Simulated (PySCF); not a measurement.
WCl₄H₂, SMILES [Cl][WH2]([Cl])([Cl])[Cl], multiplicity 1.

Geometry: B3LYP-D3(BJ)/def2-SVP. The multiplicity is an assumed one; no other spin state was optimised. The structure was generated by enumeration; whether it is a known compound was not checked. The def2 effective core potentials stand for the cores of W; spin–orbit coupling is left out.

The numbers are results of TDA-CAM-B3LYP/def2-SVPD (PySCF 2.14.0), not measurements.

Vertical excitations. The molecule is in vacuum. State labels are in the subgroup C2v.

```csv
state,symmetry,energy (eV),λ (nm),f,main pairs
S1,A2,2.15,578,0.000,HOMO→LUMO 97 %
S2,B2,2.30,539,0.006,HOMO→LUMO+1 95 %
S3,B1,3.42,363,0.004,HOMO−1→LUMO 97 %
S4,A2,3.59,346,0.000,HOMO−3→LUMO+1 87 %
S5,B2,3.67,337,0.007,"HOMO−3→LUMO 52 %, HOMO−4→LUMO+1 46 %"
S6,A1,3.69,336,0.000,"HOMO−2→LUMO 64 %, HOMO−1→LUMO+1 35 %"
S7,B1,3.74,331,0.001,"HOMO→LUMO+2 73 %, HOMO−2→LUMO+1 25 %"
S8,A2,3.77,329,0.000,HOMO−4→LUMO 87 %
S9,A1,4.06,305,0.027,"HOMO−1→LUMO+1 57 %, HOMO−2→LUMO 31 %"
S10,B1,4.07,304,0.078,"HOMO−2→LUMO+1 65 %, HOMO→LUMO+2 21 %"
T1,A2,1.87,663,0,HOMO→LUMO 94 %
T2,B2,1.94,638,0,HOMO→LUMO+1 95 %
T3,B2,3.10,400,0,HOMO−3→LUMO 87 %
T4,B1,3.11,398,0,"HOMO→LUMO+2 55 %, HOMO−1→LUMO 35 %"
```
Triplets are in the Tamm–Dancoff approximation.
